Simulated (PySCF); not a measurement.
Structure problem from calculated spectra and properties.

Elements present: C, F, H and Si. Monoisotopic mass: 106.0070 u.

- Dipole: 1.44 D [CAM-B3LYP/def2-SVPD]
- Polarisability: 80.5 au [CAM-B3LYP/def2-SVPD]
- Triplet: lowest triplet excitation (Tamm–Dancoff): 4.03 eV [TDA CAM-B3LYP/def2-SVPD]
- Rotational structure: rotational constants A, B, C: 9.240, 1.137, 1.037 GHz [PBE0-D3(BJ)/def2-SVP]
- Valence photoelectron: vertical ionisation energy: 10.24 eV [ΔSCF CAM-B3LYP/def2-SVPD]
- UV, strongest line: among the 10 lowest singlet transitions: S2 at 6.74 eV (184 nm, f = 0.606) [TDDFT CAM-B3LYP/def2-SVPD]
- UV, first state: lowest singlet excitation: 5.93 eV (209 nm, f = 0.000) [TDDFT CAM-B3LYP/def2-SVPD]
- XPS: Si2p3/2 106.8, Si2p3/2 107.9, C1s 290.4, C1s 290.4, F1s 692.3, Si1s 1846.6, Si1s 1847.8 eV [ΔSCF SCAN, pcX-2 on the ionised atom, pcseg-1 elsewhere, spin-free X2C, 2p3/2 from a spin–orbit splitting computed afterwards within the 2p shell]

Electronic properties: PySCF, gas phase, density fitting. Levels stand in brackets. Isolated species at its PBE0-D3(BJ)/def2-SVP geometry (one conformer only).

**Question.** Which formula fits the mass and the elements?

**Answer.** C2H7FSi2 (calculated 106.0070). No other formula that holds each of these elements comes within 0.0003 u with a fitting electron parity and a possible valence count.

**Question.** What is the compound? Reason from the data.

**Answer.** Numbering: `[F:1][SiH2:2]/[CH:3]=[CH:4]/[SiH3:5]`. Its formula, C2H7FSi2, gives 1 degree of unsaturation: 0 rings and 1 π bond in the structure found. The core levels belong to: Si2p3/2 106.8 eV, SiH3 silicon [Si5]; Si2p3/2 107.9 eV, fluorine-bound silicon [Si2]; C1s 290.4 eV, alkene CH carbon [C3]; C1s 290.4 eV, alkene CH carbon [C4]; F1s 692.3 eV, silicon-bound fluorine [F1]; Si1s 1846.6 eV, SiH3 silicon [Si5]; Si1s 1847.8 eV, fluorine-bound silicon [Si2]. The first electron is taken from the HOMO, whose largest Löwdin shares are 0.33 on an alkene CH carbon, 0.32 on an alkene CH carbon, 0.08 on the SiH3 silicon and 0.07 on the fluorine-bound silicon. By its constants the optimised geometry is an asymmetric top. Structure: `C(=C\[SiH3])/[SiH2]F`. Computed isomers that give other values at the same levels: `C=C[Si@H](F)[SiH3]` (rotational constant A: 3.140 GHz; this holds for the one conformer computed); `F[SiH]1C[SiH2]C1` (rotational constant A: 5.684 GHz; this holds for the one conformer computed). The assignments are read from this structure; whether some other isomer fits the data as well wasn't checked.

Conformer computed: `[F:1][SiH2:2]/[CH:3]=[CH:4]/[SiH3:5]`: F1–Si2–C3–C4 0°.
